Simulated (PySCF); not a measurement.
Compound: C₅H₇FN (doublet state).
Geometry (GFN2-xTB, Å), atoms numbered from 1 in this order:
```xyz
14
C5H7FN angstrom
C     -2.4992    0.1974    0.2024
C     -1.4278   -0.1172   -0.5049
C     -0.1025   -0.4786    0.0835
F     -0.2234   -0.7730    1.4246
C      0.8974    0.7015   -0.0634
C      2.3033    0.3412    0.1197
N      2.8337   -0.7738    0.1441
H     -3.4282    0.4696   -0.2673
H     -2.4852    0.1770    1.2791
H     -1.4391   -0.1036   -1.5862
H      0.3201   -1.3738   -0.3907
H      0.6241    1.4674    0.6672
H      0.7942    1.1390   -1.0594
H      3.8319   -0.8738    0.2778
```

The hyperfine couplings belong to this conformer and change with its torsions.

The species is `[H]/N=[C]/C[C@@H](F)C=C` [radical].

Method: PySCF 2.14.0, UKS B3LYP, pcH-1 on C F H N, non-relativistic, mean-field spin-orbit, GIAO. Isolated species at its GFN2-xTB geometry (one conformer only). A GFN2-xTB geometry isn't a minimum of the functional, and hyperfine couplings can be far from their values at a DFT geometry. Stability of the SCF solution: not tested.

Q: Give the isotropic g value and a_iso(13C) at C6.

A: g_iso = 2.00140 and a = +236.78 MHz, or +8.453 mT (Mulliken spin population +0.72). 13C makes up about 1.07 % of the natural element, so this concerns labelled samples or satellites.

Q: For one electron spin and this one nucleus (I = 1/2, g_N = 1.4048), compare first-order, second-order and exact resonance fields at 9.509 GHz.

A: B0 = hν/(g μB) = 339.460 mT and a/B0 = 0.0249. B(1) = B0 − a·mI, B(2) = B(1) − a²[I(I+1) − mI²]/(2B0); the exact values solve the Breit–Rabi equation, nuclear Zeeman term included.

```
  mI  first order (mT)  second order (mT)  exact (mT)  exact − first order
−1/2           343.687            343.634     343.635               -0.052
+1/2           335.234            335.181     335.181               -0.053
```

Q: What g and a would be read from the two outer exact lines by first-order rules?

A: Their midpoint, 339.408 mT, gives an apparent g of 2.00171 (true 2.00140), and their distance over 2I an apparent |a| of 8.454 mT (true 8.453).

Q: What levels remain at zero field?

A: F = I ± 1/2 = 1 and 0, at a·I/2 = +59.2 MHz and −a(I+1)/2 = -177.6 MHz, that is |a|(I + 1/2) = 236.8 MHz apart; F = 0 lies lower.

Other couplings of abundant isotopes, left aside here: 1 × 1H 138 MHz, 1 × 1H 13 MHz, 1 × 14N 8 MHz, 1 × 1H 6 MHz, 1 × 19F 3 MHz, 1 × 1H 2 MHz, 1 × 1H 2 MHz, and 1 smaller.
